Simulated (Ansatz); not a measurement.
Reaction (SMILES): C[Si](Cl)(Cl)Cl [trichloro(methyl)silane] → [CH2][Si](Cl)(Cl)Cl + H atom (the C-H bond at the site shown breaks; other sites are not compared here)
Structures are relaxed separately at B3LYP-D3(BJ)/def2-TZVP in Ansatz (a quantum-chemistry and plane-wave program), one conformer each, not searched for the lowest. Frequencies are from Ansatz.
Geometry of the first species:
```
Si
C 1 1.8454
H 2 1.0907 1 110.00
H 2 1.0907 3 108.94 1 -120.64
H 2 1.0907 3 108.94 4 -118.71
Cl 1 2.0499 2 110.57 3 60.00
Cl 1 2.0499 2 110.57 3 -60.00
Cl 1 2.0499 2 110.57 3 180.00
```
Charge 0, spin multiplicity 1.

Quantity: bond dissociation energy (enthalpy at 298 K, with B3LYP-D3(BJ) rigid-rotor harmonic-oscillator terms), in kcal/mol. Cores are frozen in the correlated levels unless marked. UHF or UKS for open shells. No spin-orbit coupling. Non-relativistic. CBS marks a two-point X^-3 extrapolation of the correlation energy; Hartree-Fock from the larger set. The bracket is a focal-point correction in the basis named.

```tsv
level	program	bond dissociation energy (kcal/mol)
PBE0/6-31G*	Ansatz	100.2
wB97M-V/def2-TZVPD	Ansatz	102.8
B2PLYP/def2-TZVPD	Ansatz	100.4
RI-MP2/cc-pV(Q+d)Z	Ansatz	102.8
```

Question: Predict the RI-MP2/CBS(cc-pV(T+d)Z,cc-pV(Q+d)Z)+[CCSD(T)-MP2]/cc-pV(T+d)Z result (Ansatz).

Answer: 103.5 kcal/mol, so RI-MP2/cc-pV(Q+d)Z differs from it by -0.7 kcal/mol.
